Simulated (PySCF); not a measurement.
Does the answer move with the share of exact exchange?

C2H7AlOSi.
SMILES: `[CH2]1C[SiH2][O][AlH]1`

PySCF, pcSseg-2 basis, density fitting, gas phase, PBE0-D3(BJ)/def2-SVP geometry. One functional is left out:

```tsv
functional	exact exchange (%)	HOMO energy (eV)	LUMO energy (eV)	dipole moment (D)
B97-D	0	-6.33	-1.54	1.858
BLYP	0	-6.24	-1.56	1.872
BP86	0	-6.46	-1.69	1.893
LDA	0	-6.45	-1.87	1.949
OPBE	0	-6.30	-1.35	1.875
PBE	0	-6.35	-1.65	1.893
B3LYP	20	-7.37	-1.12	1.908
PBE0	25	-7.56	-0.89	1.932
mPW1PW91	25	-7.59	-0.90	1.930
BHandHLYP	50	-8.71	-0.20	1.940
```

Problem. Predict the row of B97-2 (21 % exact exchange) by straight lines through the other rows, and check it.

Solution. 
```tsv
property	line	computed	computed − line	B3LYP (20 %), for comparison
HOMO energy (eV)	-7.37	-7.32	+0.05	-7.37
LUMO energy (eV)	-1.02	-0.87	+0.15	-1.12
dipole moment (D)	1.915	1.911	-0.004	1.908
```

Problem. Which of these properties follows the share of exact exchange most closely, and which least?

Solution. Most closely the HOMO energy, least the dipole moment; the correlations over the tabulated rows are HOMO energy -0.997, LUMO energy 0.965, dipole moment 0.629. The HOMO energy moves by -0.477 eV for every 10 %. Functionals with the same share still differ in their other parts: at 0 % BLYP and BP86 differ by 0.22 eV in it.
